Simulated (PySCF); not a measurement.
AlCl (SMILES [Al][Cl]), singlet, at a GFN2-xTB geometry (such geometries of metal compounds can be far from the true shape); MP2/pcseg-1 run with PySCF.

Input for PySCF:
```python
from pyscf import gto, scf, mp

mol = gto.M(
    atom='''
Al   -0.000000   -0.000000   -1.154140
Cl    0.000000    0.000000    0.882577
''',
    basis='pcseg-1',
    charge=0,
    spin=0,
    verbose=3,
)

mf = scf.RHF(mol)
mf.kernel()

pt = mp.MP2(mf)
pt.kernel()
print('E(MP2) = %.10f' % pt.e_tot)
mf.analyze()
```

Output, abridged:

```
converged SCF energy = -701.420222550643
E(RMP2) = -701.604723593767  E_corr = -0.184501043123844
E(SCS-RMP2) = -701.600969183537  E_corr = -0.180746632893854
E(MP2) = -701.6047235938
**** MO energy ****
MO #1   energy= -104.780685214491  occ= 2
MO #2   energy= -58.4858423602738  occ= 2
MO #3   energy= -10.5286370139635  occ= 2
MO #4   energy= -8.00728741410982  occ= 2
MO #5   energy= -8.00540254503597  occ= 2
MO #6   energy= -8.00540254503596  occ= 2
MO #7   energy= -4.91941229313188  occ= 2
MO #8   energy= -3.23711052891221  occ= 2
MO #9   energy= -3.23582417296444  occ= 2
MO #10  energy= -3.23582417296443  occ= 2
MO #11  energy= -1.08758125992038  occ= 2
MO #12  energy= -0.566836466975971 occ= 2
MO #13  energy= -0.478790485902816 occ= 2
MO #14  energy= -0.478790485902815 occ= 2
MO #15  energy= -0.324803301571599 occ= 2
MO #16  energy= 0.0329687907068409 occ= 0
MO #17  energy= 0.0329687907068486 occ= 0
MO #18  energy= 0.100470157466012  occ= 0
MO #19  energy= 0.220579855800813  occ= 0
MO #20  energy= 0.249904127656737  occ= 0
MO #21  energy= 0.249904127656757  occ= 0
MO #22  energy= 0.351270574632668  occ= 0
MO #23  energy= 0.490438008603716  occ= 0
 ** Mulliken atomic charges  **
charge of    0Al =      0.34638
charge of    1Cl =     -0.34638
Dipole moment(X, Y, Z, Debye):  0.00000,  0.00000, -1.02589
```
